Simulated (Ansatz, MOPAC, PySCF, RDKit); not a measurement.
Two conformers of CH5BO2 (SMILES COBO), B3LYP-D3(BJ)/def2-TZVP minima.
Conformer 1 (charge 0, multiplicity 1):
| atom | x (Å) | y (Å) | z (Å) |
|---|---|---|---|
| C | 1.2494 | -0.2072 | 0.4354 |
| O | 0.4217 | 0.8376 | -0.0763 |
| B | -0.8653 | 0.6061 | -0.4154 |
| O | -1.3954 | -0.6471 | -0.2700 |
| H | 0.8377 | -0.6123 | 1.3613 |
| H | 1.3457 | -1.0179 | -0.2887 |
| H | 2.2292 | 0.2240 | 0.6311 |
| H | -1.5074 | 1.5202 | -0.8380 |
| H | -2.3158 | -0.7032 | -0.5395 |
Conformer 2 (charge 0, multiplicity 1):
| atom | x (Å) | y (Å) | z (Å) |
|---|---|---|---|
| C | -1.4446 | 0.1042 | 0.0983 |
| O | -0.1680 | 0.6637 | -0.1642 |
| B | 0.9697 | -0.0584 | -0.0691 |
| O | 2.1393 | 0.5844 | -0.3445 |
| H | -1.3732 | -0.9508 | 0.3743 |
| H | -2.0646 | 0.2001 | -0.7942 |
| H | -1.9139 | 0.6570 | 0.9133 |
| H | 0.9463 | -1.2169 | 0.2449 |
| H | 2.9090 | 0.0166 | -0.2589 |

No zero-point or thermal terms.

Rows in 6-31G* carry no dispersion term and start afresh at each structure (6-31G* with six Cartesian d functions). The state that PM7 reach isn't checked; PM7 holds dispersion and hydrogen-bond terms.

Programs: Ansatz (Gaussian orbitals); MOPAC for PM7 (differences of heats of formation); PySCF for 6-31G* rows, the dispersion terms; RDKit for the force fields. Each number belongs to the level named beside it.

```
level                        electronic energy of conformer 2 less that of conformer 1 (kJ/mol)
---------------------------  ------------------------------------------------------------------
UFF                                                                                         7.3
PM7                                                                                        29.5
HF/cc-pVTZ                                                                                  4.6
BLYP-D4/def2-TZVPP                                                                          4.9
r2SCAN/def2-TZVPP                                                                           4.7
M06-2X/6-31G*                                                                               [?]
CAM-B3LYP/def2-TZVPP                                                                        4.2
CAM-B3LYP-D3(BJ)/def2-TZVPP                                                                 4.6
CAM-B3LYP-D4/def2-TZVPP                                                                     4.7
```

Question: Fill in the missing entries.

Answer: 
- M06-2X/6-31G*, electronic energy of conformer 2 less that of conformer 1 (kJ/mol): 6.6

Ansatz is a first-principles code.
